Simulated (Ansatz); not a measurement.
C4H8AlN, SMILES `CN=C=[C](C)[AlH2]` at its PBE0-D4/def2-TZVP geometry, where that method's forces vanish. The species carries charge 0 and has multiplicity 1.

```xyz
14

C    -0.1996   -2.2214    1.5064
N     0.3272   -0.8782    1.4516
C     0.2662   -0.1215    0.5093
C     0.1932    0.7848   -0.4405
C     1.2788    0.9346   -1.4846
Al   -1.4207    1.8227   -0.3235
H    -0.7015   -2.5175    0.5801
H    -0.9060   -2.2901    2.3358
H     0.6166   -2.9165    1.7121
H     0.8635    0.8974   -2.4944
H     2.0344    0.1504   -1.4046
H     1.7871    1.8973   -1.3849
H    -1.6963    2.9482   -1.4100
H    -2.4429    1.5100    0.8473
```

**Question.** What forces (eV/Å) does B3LYP-D4/def2-TZVPP give on these atoms in Ansatz? (Best estimate.)

**Answer.** The calculation gave: 
```
C1  -0.095 -0.286  0.061
N2   0.083  0.161  0.050
C3   0.059  0.065 -0.062
C4  -0.159 -0.021  0.137
C5   0.150  0.026 -0.154
Al6 -0.110  0.090 -0.014
H7   0.018  0.004  0.039
H8   0.029 -0.013 -0.045
H9  -0.048  0.019 -0.013
H10  0.034  0.003  0.040
H11 -0.026  0.041 -0.015
H12 -0.013 -0.045 -0.016
H13  0.013 -0.069  0.069
H14  0.064  0.024 -0.078
```

B3LYP here is the variant with VWN-RPA as its local correlation; programs differ in this.
